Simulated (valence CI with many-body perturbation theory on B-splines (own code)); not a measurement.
## Sensitivity of CI+MBPT for Pt³⁹⁺

Calculated by configuration interaction combined with many-body perturbation theory (CI+MBPT): three valence electrons over a frozen Dirac-Fock core [Kr], radial functions for each j: 6 s, 6 p, 5 d, 5 f, 1 g, with the one-electron correlation potential Σ1 (screened to all orders), the two-electron term Σ2, the three-electron term Σ3, Breit, model QED; selected single and double excitations, second order for the rest, scaled by the run's own slope (own B-spline code, finite nucleus).

No measured spectrum was set against this ion. As an estimate, large intervals hold to a few tenths of a per cent, small ones and those within an open d or f shell to about a per cent. Only levels of the ground parity were solved; by the run's estimate the other parity begins above the list, which can be wrong where configurations are misplaced.

The reference run has the lowest level (4d3/2^3) J=3/2 and an ionisation energy of 1822.37 eV. Its largest variational space holds 2390 state functions.

Levels are named by their leading jj configuration (3d3/2^4 stands for four electrons in 3d with j = 3/2), which in mixed levels can hold well under half, so a name can repeat and another be missing. Letters in brackets count levels of one name in rising energy.

Changed runs:
A. orbitals per symmetry with explicit Σ2 and valence Breit (the others get mean screening factors) 5 → 2
B. highest l in the core sums 6 → 5
C. screening of Σ1 on → off
D. factor on the speed of light 1 → 0.9 (bad on purpose)

Excitation energies of the reference run in cm⁻¹, and shifts in cm⁻¹:

| Level | Reference | A | B | C | D |
| --- | --- | --- | --- | --- | --- |
| (4d3/2^2 4d5/2) J=5/2 [a] | 168302 | -17 | +7.1 | +224 | +46976 |
| (4d3/2^2 4d5/2) J=3/2 | 188592 | -21 | +2.1 | +218 | +46208 |
| (4d3/2^2 4d5/2) J=7/2 | 202926 | +24 | +11 | +229 | +47717 |
| (4d3/2^2 4d5/2) J=9/2 | 204976 | +51 | +15 | +225 | +46570 |
| (4d3/2^2 4d5/2) J=1/2 | 206436 | -21 | +0.3 | +220 | +46664 |
| (4d3/2^2 4d5/2) J=5/2 [b] | 279529 | +62 | -0.1 | +233 | +49475 |
| (4d3/2 4d5/2^2) J=7/2 [a] | 367930 | +26 | +22 | +442 | +93296 |
| (4d3/2 4d5/2^2) J=9/2 | 383865 | +40 | +23 | +449 | +94195 |
| (4d3/2 4d5/2^2) J=3/2 [a] | 398384 | +37 | +17 | +442 | +93935 |
| (4d3/2 4d5/2^2) J=1/2 | 408325 | +19 | +17 | +443 | +94118 |
| (4d3/2 4d5/2^2) J=5/2 [a] | 413469 | +33 | +10 | +433 | +92386 |
| (4d3/2 4d5/2^2) J=11/2 | 416759 | +96 | +27 | +448 | +93801 |
| Ionisation energy (eV) | 1822.37 | +0.021 | +0.06 | +0.21 | +3.09 |
